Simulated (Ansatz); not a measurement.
A CCSD(T) single point on CH₃OZn, SMILES `C[O][Zn]` radical.

```yaml
crystal:
  periodic: [false, false, false]
  atoms:
    - {symbol: C, position_ang: [0.394490, -0.135182, 0.282972]}
    - {symbol: O, position_ang: [-0.790504, 0.565496, 0.043728]}
    - {symbol: Zn, position_ang: [-1.774371, 0.487548, -1.495631]}
    - {symbol: H, position_ang: [0.266444, -1.226152, 0.243345]}
    - {symbol: H, position_ang: [1.201617, 0.131966, -0.413703]}
    - {symbol: H, position_ang: [0.744524, 0.112325, 1.293087]}
basis:
  gaussian: {orbitals: def2-SVP}
magnetization: {spin_polarized: true, initial_magnetization: 1}
correlation: {method: ccsd_t}
scf: {omitted_lower_state_checks: [cluster_reference]}
```

```sh
$ ansatz run in.yaml --threads 4 --pin off --events-out ev --progress --plain
```

The program prints (abridged):

```
Functional definition: HF
728 factors; integrals over basis functions are off by at most 1.4e-3 eV
mean field evaluation 1: about -51478.5213 eV, gradient 2.5e1 eV
mean field evaluation 2: about -51478.6056 eV, gradient 2.5e1 eV
mean field evaluation 4: about -51481.5500 eV, gradient 2.5e0 eV
mean field evaluation 8: about -51481.6388 eV, gradient 4.4e-1 eV
mean field evaluation 16: about -51481.6441 eV, gradient 7.0e-6 eV
mean field -51481.64410485 eV, -1891.9155253414 hartree, gradient 7.0e-6 eV, S^2 0.754347; 1 other end points of the search recorded, 0 dependent functions left out
7 core orbitals not correlated: weight in the atoms' cores, before any rotation towards them, 1.000 or more for the frozen orbitals, at most 0.000 for the correlated occupied ones
reference -51481.64410485 eV, -1891.9155253414 hartree; 17, 16 occupied and 50, 51 virtual orbitals, 728 factors
second order -18.44650329 eV of doubles, -0.00000000 eV of singles
cycle   1  -17.66249889 eV  change    7.8e-1 eV  update   1.1e-1
cycle   2  -18.21552159 eV  change   -5.5e-1 eV  update   3.8e-2
cycle   3  -18.32663775 eV  change   -1.1e-1 eV  update   2.2e-2
cycle   4  -18.31799120 eV  change    8.6e-3 eV  update   9.4e-3
cycle   5  -18.31806135 eV  change   -7.0e-5 eV  update   6.6e-3
cycle   6  -18.31938173 eV  change   -1.3e-3 eV  update   2.8e-3
cycle   7  -18.32010126 eV  change   -7.2e-4 eV  update   1.4e-3
cycle   8  -18.32071687 eV  change   -6.2e-4 eV  update   4.9e-4
cycle   9  -18.32075290 eV  change   -3.6e-5 eV  update   2.2e-4
cycle  10  -18.32075475 eV  change   -1.8e-6 eV  update   7.7e-5
cycle  11  -18.32074296 eV  change    1.2e-5 eV  update   3.6e-5
perturbative correction -0.50348400 eV, -0.0185026957 hartree
Total energy: -51500.46833181 eV, -1892.6073029227 hartree
Checks for a lower state left out: cluster_reference
```

It took 6 s on 4 threads of a server CPU on a shared host, with 0.47 GiB of host memory at the peak.

Correlation energy per correlated electron: -0.570 eV. T1 diagnostic: 0.0166.
